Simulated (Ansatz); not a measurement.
A trace of molecular dynamics of AlClH$_{5}$OP (9 atoms, charge 0, multiplicity 1).

Method: RKS PBE0/def2-SVP (Ansatz).

```yaml
ensemble: NVE (velocity Verlet)
starting_velocities_drawn_for: 100 K
seed: 4275
```

| time (fs) | T (K) | potential energy less start (eV) | conserved less start (meV/atom) |
| --- | --- | --- | --- |
| 0 | 100 | 0.000 | 0.00 |
| 4 | 65 | 0.032 | 0.03 |
| 8 | 68 | 0.029 | 0.01 |
| 12 | 50 | 0.046 | 0.02 |
| 16 | 60 | 0.036 | 0.02 |
| 20 | 74 | 0.024 | 0.01 |
| 24 | 76 | 0.022 | 0.03 |
| 28 | 83 | 0.015 | 0.02 |
| 32 | 82 | 0.017 | 0.02 |
| 36 | 90 | 0.009 | 0.02 |
| 40 | 110 | -0.009 | 0.02 |
| 44 | 121 | -0.019 | 0.03 |
| 48 | 134 | -0.031 | 0.02 |
| 52 | 133 | -0.030 | 0.03 |
| 56 | 135 | -0.031 | 0.02 |
| 60 | 135 | -0.031 | 0.02 |
| 64 | 127 | -0.024 | 0.03 |
| 68 | 148 | -0.044 | 0.01 |
| 72 | 132 | -0.028 | 0.03 |
| 76 | 157 | -0.052 | 0.01 |
| 80 | 145 | -0.041 | 0.02 |
| 84 | 160 | -0.054 | 0.01 |
| 88 | 154 | -0.049 | 0.02 |
| 92 | 157 | -0.051 | 0.02 |
| 96 | 170 | -0.063 | 0.00 |
| 100 | 147 | -0.042 | 0.03 |

Problem. Can this run be trusted? Judge the integration.

Solution. The conserved energy stayed within 0.038 meV per atom of its start (net change 0.03 meV per atom), so the integration is sound. The kinetic energy rose, since the run started high on the potential surface and went downhill. It ends in pieces (AlH4OP + ClH), so much of that is their flight and rotation, not heat. A run of 0.1 ps of so small a system gives no equilibrium averages. The orbitals stay closed-shell, which can raise the energy where a bond breaks towards radicals; this wasn't checked here. The time step was 0.5 fs.

Run time: 6.6 min on 2 threads of Arm Neoverse V1 (shared host), peak memory 0.19 GiB.
